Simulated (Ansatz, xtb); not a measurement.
Two isomers of C5H12FN

Structure I is `C[C@H](CF)[C@@H](C)N`, a singlet and structure II is `C[C@H](F)CCCN`, a singlet. Both are isolated molecules in the gas phase, relaxed with PBE0-D3(BJ)/def2-SVP, each in the lowest conformer that the search found.

Energies in hartree; the thermal terms are from GFN2-xTB frequencies at re-optimised GFN2-xTB minima (ideal gas, soft modes damped towards free rotors, one conformer each, 298.15 K, 1 atm) and include the zero-point energy:

```
                              I           II
E, CCSD(T)/def2-SVP  −351.132514  −351.132813
    E, MP2/def2-SVP  −351.023493  −351.023066
  E, MP2/def2-TZVPP  −351.691135  −351.690147
  zero-point energy     0.167156     0.167347
       H(298 K) − E     0.177045     0.177090
       G(298 K) − E     0.134001     0.134025
```

Task: Correct the CCSD(T) difference for the basis set by the MP2 change, then work out ΔE, ΔE₀, ΔH and ΔG for I → II in kcal/mol (1 Eh = 627.51 kcal/mol) and the equilibrium ratio [II]/[I].

Result: 1. Differences II − I: CCSD(T) −0.000299, MP2 in the small set +0.000427, MP2 in the large set +0.000988 Eh.
2. ΔE = −0.000299 + (+0.000988 − (+0.000427)) = +0.000262 Eh = +0.16 kcal/mol.
3. ΔE₀ = ΔE + ΔZPE = +0.000262 + (+0.000191) Eh = +0.28 kcal/mol.
4. ΔH = ΔE + (+0.000045) Eh = +0.19 kcal/mol.
5. ΔG = ΔE + (+0.000024) Eh = +0.18 kcal/mol, so ΔS = (ΔH − ΔG)/T = +0.2 J/(mol K).
6. kT = 0.9442 mEh, so K = [II]/[I] = exp(−ΔG/kT) = exp(−0.30) ≈ 0.74.

The two are too close for this level to say which is favoured. An error of 1 kcal/mol in ΔG would change K by a factor of 5.4. Mirror images and further conformers aren't counted.

As drawn, both hold the same kinds of bond in the same numbers. Structure I has 2 methyl groups, II 1.

Other levels gave ΔE = +0.7 (GFN2-xTB); −1.2 (HF/STO-3G, GFN2-xTB geometries); −0.8 (r2SCAN-D4/def2-SVP, GFN2-xTB geometries); −1.2 (PBE0-D3(BJ)/def2-SVP); −2.2 (HF/def2-SVP); +0.3 (MP2/def2-SVP); −0.2 (CCSD(T)/def2-SVP) kcal/mol. The correlated steps freeze 7 core orbitals. Programs: Ansatz 0.2.0, xtb 6.7.1.
